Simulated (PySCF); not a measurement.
Compound: C4H9GaN2.
Structure used (PBE0-D3(BJ)/def2-SVP), in Å, numbered top down from 1:
```xyz
16
C4H9GaN2 angstrom
C      2.2948    0.1142    1.0735
C      1.7998    0.0477   -0.2831
N      1.4999   -0.0167   -1.3982
Ga    -0.2650    0.0083   -2.5132
C     -1.3549    0.2553   -0.8352
N     -0.8509    0.3004    0.3320
C     -1.7092    0.4631    1.4767
H      1.5393    0.6147    1.6915
H      3.2435    0.6696    1.1035
H      2.4558   -0.9039    1.4558
H     -0.3147   -1.4326   -3.1502
H     -0.1097    1.2730   -3.4395
H     -2.4658    0.3485   -0.9246
H     -2.7852    0.5276    1.2181
H     -1.4293    1.3762    2.0297
H     -1.5676   -0.3803    2.1739
```

The calculation used PySCF 2.14.0, PBE0-D3(BJ)/def2-SVP geometry optimisation, gas phase.

Task: Which atoms are bound to Ga4, and at what distances?

Result: 4 atoms: H12 1.575 Å, H11 1.576 Å, C5 2.016 Å, N3 2.088 Å. The nearest atom not counted as bound is H13, at 2.74 Å.

Task: List the angles at Ga4.

Result: 
```tsv
angle	degrees	distance of the outer atoms (Å)
H11–Ga4–H12	120.0	2.73
C5–Ga4–H12	116.4	3.06
C5–Ga4–H11	115.6	3.05
N3–Ga4–H12	103.9	2.90
N3–Ga4–H11	103.4	2.89
N3–Ga4–C5	90.8	2.92
```

Task: Describe the arrangement about Ga4 in numbers.

Result: Angles from 90.8° to 120.0°; τ4 = (360° − α − β)/141° = 0.88 with α and β the two widest (0 for a square, 1 for a tetrahedron).

Task: What are the other bond lengths?

Result: C1–C2 1.446 Å; C2≡N3 1.157 Å; C5=N6 1.272 Å; N6–C7 1.440 Å; C1–H8, C1–H9, C1–H10 1.099 Å; C5–H13 1.118 Å; C7–H14, C7–H15, C7–H16 1.105 Å.

Task: Give some angles away from the centre.

Result: C1–C2–N3 175.0°, C2–N3–Ga4 137.2°, Ga4–C5–N6 123.6°, C5–N6–C7 119.8°.

Task: What are the rotational constants (commonest isotopes, rigid rotor)?

Result: A = 2043, B = 1324, C = 821.7 MHz: an asymmetric top.

Charge 0, singlet. Stationary, but not proved a minimum.

One conformer stands for the species.
